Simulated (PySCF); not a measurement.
**Tc²⁺: excitation energy**

Tc²⁺ [Kr] 4d5 (6S) → Tc²⁺ [Kr] 4d4 5s1 (6D), as a difference of total energies. Computed with PySCF 2.14 in aug-cc-pVTZ-PP with ECP28MDF (6s6p5d3f2g, 88 functions), with scalar relativity through the core potential. Correlated levels: valence: 4s2 4p6 frozen. The calculations carry no spin-orbit coupling.

| method | excitation energy (eV) |
| --- | --- |
| UHF | 5.694 |
| MP2 (valence) | 5.845 |
| SCS-MP2 (valence) | 5.744 |
| CCSD (valence) | 5.835 |
| CCSD(T) (valence) | 5.834 |

Q: How much does correlation contribute at CCSD(T) (valence)?

A: 5.834 − (5.694) = 0.140 eV, measured against UHF.
